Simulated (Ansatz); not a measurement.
Born–Oppenheimer molecular dynamics of CH8BNO (12 atoms, charge 0, multiplicity 1). It starts at the highest image of a converged band. Of that band: The profile has 4 maxima (images 1, 3, 5, 7) with wells between them (images 2, 4, 6): this band takes more than one step, which may be the mechanism or a detour left from its start path. A structure lower than the first end lies on the path between it and the top, so the climb from that side starts below the end, which may itself be a saddle point or a shallow side well. Neighbouring images differ by up to 1.5 eV, so the band resolves the path poorly. A vibrational analysis at the climbing image gives one clearly imaginary mode, 1801i cm⁻¹: a first-order saddle point.

These are results of Ansatz, RHF/6-31G*, not measurements.

```
ensemble                      : NVE (velocity Verlet)
time step                     : 0.5 fs
steps asked                   : 200
starting velocities drawn for : 300 K
seed                          : 9135
```

First frame:

```xyz
12
Properties=species:S:1:pos:R:3
B 0.016 0.435 0.067
O -0.002 -0.331 1.507
H -0.800 -0.818 1.672
H 1.079 0.227 -0.445
C -1.306 0.108 -0.780
H -2.230 0.309 -0.232
H -1.342 0.707 -1.688
H -1.337 -0.933 -1.093
N -0.022 1.811 0.853
H 0.811 2.366 0.836
H -0.820 2.400 0.717
H -0.081 0.822 1.728
```

Problem. How far do the bonds stretch over the last three quarters of this one trajectory? (Pairs bonded in most of those frames.)

Solution. 
| bond | mean (Å) | spread (Å) | shortest | longest |
| --- | --- | --- | --- | --- |
| B1–O2 | 1.370 | 0.062 | 1.27 | 1.50 |
| B1–H4 | 1.212 | 0.068 | 1.08 | 1.35 |
| B1–C5 | 1.604 | 0.037 | 1.54 | 1.68 |
| O2–H3 | 0.947 | 0.006 | 0.94 | 0.96 |
| C5–H6 | 1.090 | 0.006 | 1.08 | 1.10 |
| C5–H7 | 1.089 | 0.015 | 1.07 | 1.11 |
| C5–H8 | 1.092 | 0.009 | 1.08 | 1.11 |
| N9–H10 | 1.004 | 0.020 | 0.97 | 1.04 |
| N9–H11 | 1.007 | 0.036 | 0.94 | 1.08 |
| N9–H12 | 1.016 | 0.061 | 0.91 | 1.11 |

Mean temperature of the second half: 1046 K. The conserved energy stayed within 0.51 meV per atom of its start (net change -0.048 meV per atom), so the integration is sound. The kinetic energy rose, since the run started high on the potential surface and went downhill. It ends in pieces (CH5BO + H3N), so much of that is their flight and rotation, not heat. A run of 0.1 ps of so small a system gives no equilibrium averages. The orbitals stay closed-shell, which can raise the energy where a bond breaks towards radicals; this wasn't checked here.

Run time: 3.9 min on 1 thread of Arm Neoverse V2, with other jobs on the host, peak memory 0.15 GiB.
